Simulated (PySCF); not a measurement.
# Relaxation of singlet [ZrCl3]+

Method: PBE0 in PySCF with Zr def2-SVP with ECP28, Cl def2-SVP; scalar-relativistic core potentials, no spin–orbit coupling; density-fitted integrals. A (50,194) grid was used.

A hand-made trigonal planar start, of D3h symmetry, held to at least that symmetry:

Coordinates in bohr (charge 1 multiplicity 1):
```
Zr    0.0000    0.0000    0.0000
Cl    4.6854    0.0000    0.0000
Cl   -2.3427    4.0576    0.0000
Cl   -2.3427   -4.0577    0.0000
```

Optimiser trace:
| step | E − E(last) (kJ/mol) | largest gradient (Eh/bohr) |
| --- | --- | --- |
| 0 | 103.35 | 0.05850 |
| 1 | 17.98 | 0.02883 |
| 2 | 2.72 | 0.01298 |
| 3 | 0.06 | 0.00186 |
| 4 | 0.00 | 0.00011 |
| 5 | 0.00 | 0.00000 |

It ends at D3h with Zr–Cl 2.273 Å (×3); Cl–Zr–Cl 120.0° (×3). A frequency run shows 1 imaginary mode, down to 72i cm⁻¹, so it is a saddle point.

Stability towards spin polarisation was not tested.
